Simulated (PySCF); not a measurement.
Species: (HGaAsH)3 ring, As3Ga3H6.
Geometry (PBE0-D3(BJ)/def2-SVP, Å), atoms numbered from 1 in this order:
```
atom  x, y, z in Å
Ga1    0.0217   -1.9586    0.0428
H2     1.1201   -3.0826    0.0897
As3   -0.8508   -1.2113   -2.0947
Ga4   -1.2351    0.8586   -0.8935
H5    -2.7226    1.0966   -0.4279
As6    0.3596    2.5363   -0.1665
Ga7    1.0299    0.8330    1.4092
H8     2.5220    0.7060    1.8866
As9   -0.5557   -0.8673    2.1559
H10    0.6163   -0.9470   -2.4449
H11    1.5395    2.0717   -1.0221
H12   -1.7294   -0.1181    1.5164
```

Computed with PySCF, TDDFT CAM-B3LYP/def2-SVPD, vertical, gas phase, core orbitals frozen in the response. Relativistic effects, spin–orbit coupling among them, are left out although an element past zinc is present.

**Question.** What does the calculation give for the low-lying excited states?

**Answer.** 

| state | E (eV) | E (kJ/mol) | λ (nm) | f | main configurations (H = HOMO, L = LUMO) |
| --- | --- | --- | --- | --- | --- |
| S1 | 3.23 | 311 | 384.4 | 0.0023 | H-1→L (90%) |
| S2 | 3.33 | 321 | 372.8 | 0.0022 | H→L (85%) |
| S3 | 3.63 | 350 | 341.6 | 0.0000 | H-2→L (89%) |
| S4 | 4.18 | 403 | 296.7 | 0.0002 | H→L+1 (61%), H-4→L (26%) |
| S5 | 4.20 | 405 | 295.3 | 0.0057 | H-3→L (82%) |
| S6 | 4.31 | 416 | 287.5 | 0.0098 | H-4→L (62%), H→L+1 (28%) |
| S7 | 4.50 | 434 | 275.6 | 0.015 | H-1→L+1 (94%) |
| S8 | 4.86 | 469 | 255.1 | 0.0001 | H-2→L+1 (88%) |
| S9 | 4.98 | 480 | 249.1 | 0.0073 | H-3→L+1 (74%) |
| S10 | 5.09 | 491 | 243.7 | 0.0023 | H→L+2 (79%) |
| S11 | 5.26 | 508 | 235.5 | 0.022 | H-5→L (49%), H→L+3 (29%), H-1→L+2 (9%) |
| S12 | 5.29 | 511 | 234.3 | 0.048 | H-1→L+2 (75%), H→L+3 (13%) |
| S13 | 5.35 | 516 | 231.8 | 0.049 | H→L+4 (41%), H-1→L+3 (37%) |
| S14 | 5.45 | 526 | 227.5 | 0.045 | H-1→L+3 (29%), H-2→L+2 (27%), H→L+4 (15%) |
| S15 | 5.50 | 531 | 225.5 | 0.035 | H→L+3 (34%), H-5→L (21%) |

Triplets, Tamm–Dancoff:

```
state  E (eV)  λ (nm)  main configurations (H = HOMO, L = LUMO)
   T1    2.92   425.0                               H-1→L (89%)
   T2    3.02   411.1                    H→L (71%), H-2→L (16%)
   T3    3.40   365.1                    H-2→L (75%), H→L (16%)
   T4    3.88   319.6                               H-4→L (83%)
```

The lowest singlet lies at 3.23 eV (384 nm, visible) and is very weak; its leading configuration is HOMO-1→LUMO (90%). The largest oscillator strength of a single state is 0.049. Löwdin shares by element: HOMO arsenic 70%, gallium 12% or more (atoms not listed hold the other 18%); LUMO gallium 55% or more, arsenic 21% or more (atoms not listed hold the other 24%). Of the 15 states listed, 6 reach f = 0.01 and 3 stay under 0.0005. Orbital energies (eV): HOMO-3 -8.88, HOMO-2 -8.47, HOMO-1 -8.00, HOMO -7.88, LUMO -1.87, LUMO+1 -0.77, LUMO+2 -0.08. Weighted by f, the mean energy of these states is 5.20 eV. S1 lies in the visible range (380 to 750 nm), at 384 nm, f = 0.0023; light of that wavelength is violet, and its complementary colour is yellow-green; a Tamm–Dancoff triplet lies at 425 nm, without intensity as long as spin–orbit coupling is left out. The window holds the lowest 15 singlets.

On an Intel Xeon Platinum 8375C at 2.90 GHz with 2 threads, shared host with 48 logical CPUs at a one-minute load of 11, this took 94 s wall, 3.4 min CPU (with the writing of density and orbital grids) and 2.1 GiB of memory at its peak.

One conformer stands for the species.
